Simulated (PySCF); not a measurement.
**A ladder of Hamiltonians for Lu(57+) (lutetium, charge +57)**

Occupied: 1s1/2, 2s1/2, 2p1/2, 2p3/2, 3s1/2, 3p1/2. Hartree-Fock calculated with PySCF 2.14 in an uncontracted even-tempered set (17 s from 7.5 bohr⁻², ratio 2.7; 14 p from 9 bohr⁻², ratio 2.7), Gaussian nucleus throughout. NR is non-relativistic, sf-X2C the spin-free one-electron X2C Hamiltonian, X2C adds the bare one-electron spin-orbit term, X2C-SNSO screens it by Boettger's factors, DC is four-component Dirac-Coulomb, and the Gaunt and Breit terms are added at first order (total energies over the DC spinors, levels after relaxing the spinors in that mean field). QED terms are absent. Levels marked empty are virtual spinors of this ion; the basis has s and p functions only, so 3d, which can lie below the n = 4 levels, is absent.

| Hamiltonian | E (hartree) |
| --- | --- |
| X2C | -11011.2119 |
| X2C-SNSO | -11009.9608 |
| DC | -11014.8504 |
| DC+Gaunt | -11001.2544 |
| DC+Breit | -11002.4835 |

```csv
level (eV),X2C,X2C-SNSO,DC,DC+Gaunt,DC+Breit
1s1/2,-68100.7,-68102.1,-68175.7,-67961.2,-67975.9
2s1/2,-15213.7,-15214.2,-15224.5,-15201.2,-15202.9
2p1/2,-14777.7,-14750.3,-14756.6,-14716.8,-14720.8
2p3/2,-13573.7,-13583.3,-13590.6,-13564.4,-13568.3
3s1/2,-6095.5,-6095.7,-6098.2,-6092.4,-6093.0
3p1/2,-5947.7,-5940.7,-5942.3,-5932.1,-5933.4
3p3/2 (empty),-5521.9,-5524.5,-5526.0,-5519.6,-5520.9
4s1/2 (empty),-3170.4,-3170.4,-3171.3,-3169.1,-3169.4
```

Task: How large are the two-electron picture-change error of X2C and the Breit correction in the total energy?

Result: X2C-1e lies 3.6385 hartree above Dirac-Coulomb; Gaunt adds 13.5961 and the full Breit term 12.3670 hartree.

| interval (eV) | X2C | X2C-SNSO | DC | DC+Gaunt | DC+Breit |
| --- | --- | --- | --- | --- | --- |
| 2p3/2 − 2p1/2 | 1204 | 1167 | 1166 | 1152 | 1152 |

Weight of the small component: 1s1/2 0.0712, 2s1/2 0.0165, 2p1/2 0.0164, 2p3/2 0.0150, 3s1/2 0.00632, 3p1/2 0.00626, 3p3/2 0.00584, 4s1/2 0.00297.

Koopmans' value for the highest occupied level at DC+Breit: 5933.4 eV, against an ionisation energy of 5937 ± 6 eV (theoretical estimate listed by NIST; NIST Atomic Spectra Database, ionization energies); the former lacks relaxation, correlation, QED and recoil.

The whole ladder took 89 s of wall time on 1 thread of Neoverse-V1 (shared host), launched as `OMP_NUM_THREADS=1 python relrun2.py TASK.json OUT` (a driver that calls PySCF for each Hamiltonian).

Dirac-Coulomb iterations, started from the X2C spinors:

```
with_ssss True, with_gaunt False, with_breit False
light speed = 137.03599967994
init E= -10945.7302685624
cycle= 1 E= -11014.8484733315  delta_E= -69.1  |g|= 2.94  |ddm|= 0.202
cycle= 2 E= -11014.8504433794  delta_E= -0.00197  |g|= 0.0405  |ddm|= 0.0145
cycle= 3 E= -11014.8504456043  delta_E= -2.22e-06  |g|= 0.00131  |ddm|= 0.000745
cycle= 4 E= -11014.8504456068  delta_E= -2.49e-09  |g|= 6.72e-06  |ddm|= 2.01e-05
```
